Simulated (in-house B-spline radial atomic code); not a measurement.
**LDA VWN5 excitations of F7+**

Method: LDA VWN5. Computed with a B-spline radial code for spherical atoms: linear response of the closed shell 1s2 with the functional's adiabatic kernel; non-relativistic, point nucleus, no spin-orbit coupling, no double excitations, S, P, D and F terms only.

Command:
```bash
python run_td.py task.json out
```
Settings (radii: box in bohr, nucleus in fm):
```
Z                        9
electrons                2
configuration            1s2
hamiltonian              nr
method                   lda,vwn
box_radius               12.81
intervals                47
```

Time taken, with all properties: 1 thread of Intel(R) Xeon(R) 6975P-C (Granite Rapids), on a shared host.

The lowest states, in the order of their Tamm-Dancoff energies; the method's threshold (minus the highest occupied level) is 894.39 eV. Labels give the largest channel, * marks a mixed state, and oscillator strengths are full-response dipole values. Semilocal kernels can invert the small singlet-triplet splittings of Rydberg terms. Energies in eV:

| state | full response | Tamm-Dancoff | oscillator strength |
| --- | --- | --- | --- |
| 1s → 2s 3S | 699.81 | 699.84 | - |
| 1s → 2s 1S | 707.67 | 707.77 | - |
| 1s → 2p 3P | 709.72 | 709.74 | - |
| 1s → 2p 1P | 714.83 | 714.86 | 0.652 |
| 1s → 3s 3S | 812.99 | 813.00 | - |
| 1s → 3s 1S | 814.97 | 814.99 | - |
| 1s → 3p 3P | ? | ? | - |
| 1s → 3p 1P | 817.39 | 817.40 | 0.13 |
| 1s → 3d 1D | 818.97 | 818.97 | - |
| 1s → 3d 3D | ? | ? | - |
| 1s → 4s 3S | 849.74 | 849.74 | - |
| 1s → 4s 1S | 850.53 | 850.54 | - |
| 1s → 4p 3P | 851.01 | 851.01 | - |
| 1s → 4p 1P | 851.55 | 851.56 | 0.049 |
| 1s → 4d 1D | 852.13 | 852.13 | - |
| 1s → 4d 3D | 852.17 | 852.17 | - |

Where does 1s → 3p 3P lie?

At 816.04 eV in full response, 816.05 eV in Tamm-Dancoff.

Where does 1s → 3d 3D lie?

At 819.09 eV in full response, 819.09 eV in Tamm-Dancoff.

How large is the singlet-triplet splitting of 1s → 2s (S terms) in Tamm-Dancoff?

7.93 eV, from the unrounded values.

What polarisabilities and dispersion coefficient does the method give?

Dipole 0.001678 bohr³, quadrupole 8.266e-05 bohr⁵, C6 6.525e-05 hartree·bohr⁶ for two such species.
